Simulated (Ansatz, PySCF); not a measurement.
SSi, charge -1, doublet, geometry from GFN2-xTB (a state made from the parent by changing its charge; the spin is typed, not shown lowest). Base run: WB97X-V/6-311G** (PySCF).

Geometry (Å):
```xyz
2

Si     0.0000     0.0000    -1.1165
S      0.0000     0.0000     0.9769
```
Charge -1, spin multiplicity 2.
Orbitals are unrestricted.
All else is at PySCF's defaults.

The same geometry, method and basis name were run in Ansatz (a quantum-chemistry and plane-wave program) and PySCF, at each program's defaults and at the settings that a row names. The base is PySCF at its defaults. Differences at the defaults can come from grids, fitting, cores and function types together.

```csv
code and settings,ΔE vs base (mEh),basis functions,E (Eh),SCF cycles
"PySCF, defaults (exact integrals, its default grid, spherical functions)",0.000,52,-687.60310,13
"Ansatz, defaults (factorised integrals, its default grid, Cartesian functions)",-0.952,54,-687.60405,-
"PySCF, density fitting with def2-universal-jkfit",-0.025,52,-687.60312,13
"PySCF, fine grid",0.000,52,-687.60310,13
"Ansatz, high accuracy, Cartesian functions as the basis file defines them",-0.953,54,-687.60405,-
```

Open shells are given as the SCF converged; they aren't shown to be the lowest states, and a large step between rows can be another state.
